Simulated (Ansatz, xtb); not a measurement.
A geometry optimisation of AlClHNSi with r2SCAN-D4/def2-SVP

The starting geometry of this gas-phase triplet was built from a drawn formula by distance geometry and a force field; its bonds are those of `[H]/N=[Si](\[Al])Cl`.

```json
{"atom": "Al", "x (Å)": "1.3353", "y (Å)": "-3.1034", "z (Å)": "-0.4838"}
{"atom": "Cl", "x (Å)": "-0.1928", "y (Å)": "0.0027", "z (Å)": "-2.2615"}
{"atom": "N", "x (Å)": "-1.9538", "y (Å)": "-1.8930", "z (Å)": "-0.4180"}
{"atom": "Si", "x (Å)": "-0.4554", "y (Å)": "-1.5847", "z (Å)": "-1.0092"}
{"atom": "H", "x (Å)": "-2.0642", "y (Å)": "-2.7125", "z (Å)": "0.2344"}
```

Predict what becomes of its bonds when it is optimised with r2SCAN-D4/def2-SVP.

It keeps its bonds, and is `[H]/N=[Si](\[Al])Cl`.

The energy falls by 0.14 eV over 9 steps:

```csv
step,E − E(last) (eV)
1,0.137
2,0.063
3,0.024
4,0.010
5,0.003
6,0.001
7,0.000
8,0.000
9,0.000
```

Final geometry (Å):

```json
{"atom": "Al", "x (Å)": "1.6848", "y (Å)": "-2.8391", "z (Å)": "-0.7641"}
{"atom": "Cl", "x (Å)": "-0.0262", "y (Å)": "-0.2171", "z (Å)": "-2.1460"}
{"atom": "N", "x (Å)": "-2.0398", "y (Å)": "-1.8680", "z (Å)": "-0.3844"}
{"atom": "Si", "x (Å)": "-0.5041", "y (Å)": "-1.7986", "z (Å)": "-0.8770"}
{"atom": "H", "x (Å)": "-2.4456", "y (Å)": "-2.5681", "z (Å)": "0.2333"}
```

From the same start GFN2-xTB ends elsewhere, differing in Al1–Cl2 (2.09 against 3.42 Å here), Cl2–Si4 (4.50 against 2.08 Å here).

No frequencies were run, so the end isn't proven a minimum. Open shells are spin-unrestricted. The triplet needn't be the ground state. Run with Ansatz 0.2.0, 30 s on 2 threads of Intel(R) Xeon(R) 6975P-C (Granite Rapids), with other jobs on the host.
